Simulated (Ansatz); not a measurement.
`C[AsH][SiH3]` and `C[AsH]C` differ in one atom or group.

Ansatz, PBE0-D4/def2-TZVP geometries, multiplicity 1. 

Scalar relativity is left out up to krypton.

```
                                      property  `C[AsH][SiH3]`
           HOMO energy (B3LYP/def2-TZVPP) / eV           -6.85
zero-point energy (PBE0-D4/def2-TZVP) / kJ/mol           183.7
          HOMO–LUMO gap (PBE0/def2-TZVPP) / eV            7.13
           LUMO energy (B3LYP/def2-TZVPP) / eV           -0.13
size of the dipole moment (PBE/def2-TZVPP) / D            0.96
            HOMO energy (PBE0/def2-TZVPP) / eV           -7.04
```

(1) Give the same properties after the change, and the shifts. (Estimate.)

Answers

(1) Ansatz gave: 
| property | `C[AsH]C` | shift |
| --- | --- | --- |
| HOMO energy (B3LYP/def2-TZVPP) / eV | -6.59 | 0.26 |
| zero-point energy (PBE0-D4/def2-TZVP) / kJ/mol | 215.0 | 31.3 |
| HOMO–LUMO gap (PBE0/def2-TZVPP) / eV | 7.44 | 0.31 |
| LUMO energy (B3LYP/def2-TZVPP) / eV | 0.38 | 0.51 |
| size of the dipole moment (PBE/def2-TZVPP) / D | 1.00 | 0.04 |
| HOMO energy (PBE0/def2-TZVPP) / eV | -6.77 | 0.27 |

With PBE0 the HOMO rises by 0.27 eV and the LUMO rises by 0.59 eV, so the gap widens by about 0.32 eV. PBE moves the HOMO by 0.32 eV and ωB97M-V by 0.18 eV. Dipoles are sizes alone; their direction can turn.

B3LYP here is the variant with VWN-RPA as its local correlation; programs differ in this.
